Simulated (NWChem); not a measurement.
Species: silicon monosulfide (SiS, singlet); SMILES [Si]=S

All runs: NWChem. Pople sets run with spherical d functions. Low-valent species are run as closed-shell singlets; no triplet was tried in these runs. STO-3G and 3-21G are far too small for this property and stand as cheap habits. Structure relaxed at the PBE0/def2-SVP level. Vertical excitations in the gas phase; the lowest state need not have the same character in each row.

Problem. Order these runs by computing time, cheapest first, and give rough ratios: PBE/def2-TZVPD, TDA; PBE/3-21G, TDA; PBE/6-31G*, TDA.

Solution. PBE/3-21G, TDA (1), PBE/6-31G*, TDA (3), PBE/def2-TZVPD, TDA (10). Ratios are rough, from one shared machine; the cheapest took roughly 3 core-seconds. What differs between the cheapest and the dearest: lowest excitation, singlet (eV) 4.29 → 4.03; lowest state with f > 0.02, singlet (eV) 4.46 → 4.43; oscillator strength of that bright state 0.032 → 0.026; orbital gap (eV) 3.71 → 3.79.
